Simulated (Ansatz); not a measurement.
Ligand exchange: HF + InH2(OH) → H2O + InH2F

Species: HF (hydrogen fluoride), singlet; InH2(OH), singlet; H2O (water) `O`, singlet; InH2F `[F][InH2]`, singlet. The partners trade F for OH: H–F and In–OH bonds give way to H–OH and In–F.

Shapes, held fixed at every level: PBE0-D4/def2-TZVP. Programs: Ansatz 0.2.0. The zero-point and thermal change to 298 K, harmonic and unscaled (PBE0-D4/def2-TZVP), is +1.7 kJ/mol.

```
              level                    kind  ΔH(298 K) (kJ/mol)  less CCSD(T)/def2-TZVPP  CPU time (sum over the molecules)
BHLYP-D4/def2-TZVPP           global hybrid               -41.7                    -10.4                              4.6 s
 PBE0-D4/def2-TZVPP           global hybrid               -37.2                     -5.9                              4.4 s
 wB97M-V/def2-TZVPP  range-separated hybrid               -39.0                     -7.7                               15 s
 wB97X-V/def2-TZVPP  range-separated hybrid               -40.5                     -9.2                               11 s
  B2PLYP/def2-TZVPP           double hybrid               -37.3                     -6.0                              7.8 s
     MP2/def2-TZVPP     perturbation theory               -28.2                     +3.1                                  –
    CCSD/def2-TZVPP   coupled cluster or CI               -33.4                     -2.1                                  –
 CCSD(T)/def2-TZVPP   coupled cluster or CI               -31.3                      0.0                               30 s
```

The highest level, CCSD(T)/def2-TZVPP, gives ΔH(298 K) = -31.3 kJ/mol; the levels span -41.7 to -28.2. The column of differences is taken from that level and isn't an error. No measured value is set beside it here. For atoms past krypton def2 sets carry core potentials with scalar relativity. Correlated rows may include outer-core shells of In, which these sets cover unevenly. Times are processor times on shared x86 and Arm servers, and rough.
